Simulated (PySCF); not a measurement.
Molecule: `C=C(/C=C\F)CC(F)F`, C$_{6}$H$_{7}$F$_{3}$.

Bonds (- single, = double, # triple, : aromatic): C1=C2, C2-C3, C3=C4, C4-F5, C2-C6, C6-C7, C7-F8, C7-F9. C1 carries H10, H11; C3 carries H12; C4 carries H13; C6 carries H14, H15; C7 carries H16. Stereochemistry as in C=C(/C=C\F)CC(F)F. H11 is cis to C3; H10 is trans to C3.

Frames of a GFN2-xTB Langevin trajectory at 400 K; GIAO PBE0/pcSseg-1 shieldings in PySCF 2.14, gas phase, non-relativistic; equivalent atoms averaged within each frame.

Scale: TMS for $^{13}$C (σref 186.93) and $^{1}$H (σref 31.72); CFCl3 for $^{19}$F (σref 170.95) (reference shieldings calculated alike). The references are static minima.

Q: How do the shifts (ppm) fluctuate along the trajectory?

A: 
```
         time (fs)     C4     C2     C3     C1     C7    C6      F5   F8/F9   H13   H16
               250  164.4  152.6  119.2  118.1  115.0  48.4   -99.9  -143.3  7.42  6.15
               425  158.2  138.1  116.7  133.4  133.0  31.0  -108.0  -102.7  7.49  6.90
               625  162.0  145.7  119.1  130.7  139.8  38.2  -113.7   -96.2  6.69  7.27
               800  161.6  142.2  126.3  132.7  127.6  49.6  -117.1  -120.0  7.52  7.23
              1000  164.9  142.9  130.3  130.3  129.5  50.3  -119.1  -118.7  6.83  6.79
    mean of frames  162.2  144.3  122.3  129.0  129.0  43.5  -111.6  -116.2  7.19  6.87
standard deviation    2.7    5.4    5.7    6.3    9.1   8.5     7.7    18.3  0.40  0.45
```

5 frames give an uncertainty of the mean of about the standard deviation over 2.2 at best, since frames this close in time may not be independent; classical motion lacks zero-point vibration, and the reference would need the same averaging.
